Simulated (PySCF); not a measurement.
**Field gradients at the hydrogen positions**

Compound: C7H9P2Si (charge -1).
Structure used (PBE0-D3(BJ)/def2-SVP), in Å, numbered top down from 1:
```xyz
19
C7H9P2Si angstrom
C      4.1751   -0.2932   -0.2813
C      3.1806   -0.0126    0.5833
C      1.7502    0.0594    0.3218
P      0.6583    0.4725    1.6259
C     -0.8148    0.3820    0.6617
C     -2.1408    0.6392    1.2101
C     -2.4801    1.0077    2.4599
C     -0.6315    0.0381   -0.7012
Si    -1.9890   -0.1236   -1.9495
P      1.0084   -0.2458   -1.2470
H      5.2181   -0.3163    0.0468
H      3.9716   -0.5060   -1.3356
H      3.4684    0.1920    1.6257
H     -2.9686    0.5119    0.4959
H     -1.7229    1.1601    3.2354
H     -3.5264    1.1647    2.7358
H     -1.4226   -0.4831   -3.2913
H     -2.8018    1.1294   -2.1572
H     -3.0150   -1.1817   -1.6296
```

Level: PBE0/pcSseg-1 (PySCF, non-relativistic); Q(2H) = 0.00286 b; rigid geometry, the same for H and D, with no vibrational averaging.

Question: Rank these positions by the coupling χzz of a deuteron there, largest first.
A. H19 (Si–H hydrogen)
B. H14 (vinylic hydrogen)
C. H12 (vinylic hydrogen)
D. H11 (vinylic hydrogen)

Answer: D (212 kHz), C (207 kHz), B (196 kHz), A (92 kHz).

Question: Tabulate Vzz, the asymmetry η and χzz = 234.96 MHz × Q × Vzz for every hydrogen position.

Answer: 
```csv
atom,bonded to,bond length (Å),Vzz (au),η,χzz (kHz)
H11,C1,1.094,0.3152,0.08,212
H12,C1,1.095,0.3075,0.08,207
H13,C2,1.101,0.2929,0.06,197
H14,C6,1.101,0.2924,0.10,196
H15,C7,1.095,0.3072,0.08,206
H16,C7,1.093,0.3149,0.08,212
H17,Si9,1.500,0.1409,0.01,95
H18,Si9,1.508,0.1368,0.02,92
H19,Si9,1.508,0.1367,0.02,92
```

Question: Average by the element that carries the hydrogen.

Answer: on C: 205 kHz over 6 positions, mean bond length 1.096 Å; on Si: 93 kHz over 3 positions, mean bond length 1.505 Å.

Question: A static deuteron (I = 1) shows a doublet split by (3/2)χ, (3/4)χ(1 + η) and (3/4)χ(1 − η) with the field along z, y and x of the gradient. What are these for H11?

Answer: With |χ| = 211.8 kHz and η = 0.080: 318, 172 and 146 kHz, to first order and without motion.

Geometry: PBE0-D3(BJ)/def2-SVP, one conformer, isolated ion. The pcSseg-1 basis has no diffuse functions, a weakness for an anion. With a basis this small, the couplings can be 20 % off.

The run behind these numbers computed NMR shieldings as well. The run took 53 s of wall time on an Arm Neoverse V2 with one thread, shared host with 192 logical CPUs at a one-minute load of 94, and the process peaked at 1.1 GiB of memory.
